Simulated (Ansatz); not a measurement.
Isomers of ClFH₆Si₃, relaxed with PBE0-D4/def2-TZVP in Ansatz; electronic energies, one conformer each and not always the lowest. Functionals use def2-TZVPP; CBS adds triple-zeta CCSD(T) − MP2 to the MP2 limit of def2-TZVPP and def2-QZVPP.

Question: Order them by energy at frozen-core CCSD(T)/CBS, lowest first. (An estimate is asked.)
A. `F[SiH](Cl)[SiH2][SiH3]`
B. `F[Si]([SiH3])([SiH3])Cl`
C. `F[SiH]([SiH3])[SiH2]Cl`

Answer: A (0.0 kJ/mol), B (9.9 kJ/mol), C (25.2 kJ/mol).

Question: How do MP2/CBS(def2), B2PLYP, B3LYP-D4, ωB97M-V place them (kJ/mol, against `F[SiH](Cl)[SiH2][SiH3]`)? (An estimate is asked.)

Answer: Computed: 
```json
{"isomer": "`F[Si]([SiH3])([SiH3])Cl`", "MP2/CBS(def2)": "10.4", "B2PLYP": "9.5", "B3LYP-D4": "6.4", "ωB97M-V": "8.9"}
{"isomer": "`F[SiH]([SiH3])[SiH2]Cl`", "MP2/CBS(def2)": "25.6", "B2PLYP": "25.3", "B3LYP-D4": "23.2", "ωB97M-V": "25.5"}
```

B3LYP here is the variant with VWN-RPA as its local correlation; programs differ in this.
